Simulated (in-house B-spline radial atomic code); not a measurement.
Inner levels of nitrogen as electrons are removed. A shift is the extra binding of the orbital against the neutral atom ([He] 2s2 2p3). The density at the nucleus is averaged over the nuclear charge. Computed with an all-electron radial atomic-structure program (B-spline basis): Dirac-Hartree-Fock, average of the configuration, finite nuclei.

| ion | configuration | shift of 1s1/2 (eV) | radius of 1s1/2 (bohr) | Σ<r²> (bohr²) | change of density at nucleus (bohr⁻³) |
| --- | --- | --- | --- | --- | --- |
| N | [He] 2s2 2p3 | 0 | 0.22808 | 12.515 | - |
| N+ | [He] 2s2 2p2 | ? | ? | ? | ? |
| N2+ | [He] 2s2 2p1 | 39.494 | 0.22748 | 4.9641 | 3.0333 |
| N3+ | [He] 2s2 | ? | ? | ? | ? |
| N4+ | [He] 2s1 | 94.926 | 0.22676 | 1.4288 | -0.46279 |
| N5+ | 1s2 | 125.92 | 0.22629 | 0.13758 | -8.0047 |
| N6+ | 1s1 | 240.54 | 0.2141 | 0.061131 | -98.843 |

Problem. Fill in the row of N+.

Solution. shift of 1s1/2 (eV): 17.137; radius of 1s1/2 (bohr): 0.22789; Σ<r²> (bohr²): 7.827; change of density at nucleus (bohr⁻³): 1.2634.

Problem. Fill in the row of N3+.

Solution. shift of 1s1/2 (eV): 66.775; radius of 1s1/2 (bohr): 0.22683; Σ<r²> (bohr²): 3.0363; change of density at nucleus (bohr⁻³): 5.2944.
